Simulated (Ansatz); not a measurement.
Abridged output of a molecular run in Ansatz:

```
Functional definition: HF
395 factors; integrals over basis functions are off by at most 2.0e-4 eV
mean field evaluation 1: about -3974.6180 eV, gradient 2.2e1 eV
mean field evaluation 2: about -3974.6181 eV, gradient 2.2e1 eV
mean field evaluation 4: about -3976.0326 eV, gradient 9.4e-1 eV
mean field evaluation 8: about -3976.0450 eV, gradient 7.7e-4 eV
mean field -3976.04499022 eV, -146.1169583305 hartree, gradient 3.3e-6 eV, S^2 0.751749; 1 other end points of the search recorded, 0 dependent functions left out
reference -3976.04499022 eV, -146.1169583305 hartree; 10, 9 occupied and 46, 47 virtual orbitals, 395 factors
second order -17.79254710 eV of doubles, -0.00000000 eV of singles
cycle   1  -16.54021827 eV  change     1.3e0 eV  update   8.6e-2
cycle   2  -16.93155315 eV  change   -3.9e-1 eV  update   2.6e-2
cycle   3  -16.98134922 eV  change   -5.0e-2 eV  update   1.2e-2
cycle   4  -16.96003619 eV  change    2.1e-2 eV  update   3.3e-3
cycle   5  -16.95606468 eV  change    4.0e-3 eV  update   4.1e-4
cycle   6  -16.95626056 eV  change   -2.0e-4 eV  update   9.6e-5
cycle   7  -16.95623959 eV  change    2.1e-5 eV  update   2.0e-5
cycle   8  -16.95623466 eV  change    4.9e-6 eV  update   5.0e-6
perturbative correction -0.48258110 eV, -0.0177345283 hartree
Total energy: -3993.48380598 eV, -146.7578229893 hartree
Checks for a lower state left out: cluster_reference
```

Its atoms:

Ag alone.

**Question.** Which basis set was used?
A. cc-pV(Q+d)Z
B. def2-TZVPP
C. def2-TZVPPD
D. def2-SVPD

**Answer.** B. It gives 56 functions.

**Question.** Write the keys of the input that set method, charge and spin (a neutral closed shell needs none for the last two).

**Answer.** 
```yaml
magnetization: {spin_polarized: true, initial_magnetization: 1}
correlation: {method: ccsd_t}
scf: {omitted_lower_state_checks: [cluster_reference]}
```
